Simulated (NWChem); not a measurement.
Molecule: BeGeSiH$_{6}$; SMILES [SiH3][Be][GeH3]

### Question
Give the equilibrium geometry at PBE0/def2-SVP (NWChem) as a list of bonds and angles, with the point group.

### Answer
point group C3; any orientation.
Bond lengths (Å): Be1–Si2 2.198, Be1–Ge6 2.214, Si2–H3 1.501, Si2–H4 1.501, Si2–H5 1.501, Ge6–H7 1.546, Ge6–H8 1.546, Ge6–H9 1.546. Bond angles (°): Si2–Be1–Ge6 180.0, Be1–Si2–H3 112.0, Be1–Si2–H4 112.0, Be1–Si2–H5 112.0, H3–Si2–H4 106.8, H3–Si2–H5 106.8, H4–Si2–H5 106.8, Be1–Ge6–H7 112.7, Be1–Ge6–H8 112.7, Be1–Ge6–H9 112.7, H7–Ge6–H8 106.0, H7–Ge6–H9 106.0, H8–Ge6–H9 106.0.
